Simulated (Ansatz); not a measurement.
Reaction (SMILES): CC[SiH3] [ethylsilane] → CC[SiH2] + H atom (the H-Si bond at the site shown breaks; other sites are not compared here)
Structures are relaxed separately at B3LYP-D3(BJ)/def2-TZVP in Ansatz (an electronic-structure program), one conformer each, not searched for the lowest.

Wanted: bond dissociation energy (electronic energy difference), in kcal/mol. Valence correlation only, unless marked. Open shells are spin-unrestricted. Spin-orbit coupling is left out. Non-relativistic. CBS(X,Y): correlation extrapolated as X^-3; Hartree-Fock from the larger set.

| level | program | bond dissociation energy (kcal/mol) |
|---|---|---|
| BLYP-D3(BJ)/def2-TZVPD | Ansatz + dftd3 | 93.6 |
| CAM-B3LYP/def2-TZVPD | Ansatz | 96.3 |
| MP2/aug-cc-pV(Q+d)Z | Ansatz | 94.8 |
| RI-MP2/cc-pV(Q+d)Z | Ansatz | 94.7 |

Q: Predict the CCSD(T)/CBS(aug-cc-pV(T+d)Z,aug-cc-pV(Q+d)Z) result (Ansatz).

A: 97.3 kcal/mol, so RI-MP2/cc-pV(Q+d)Z differs from it by -2.6 kcal/mol.
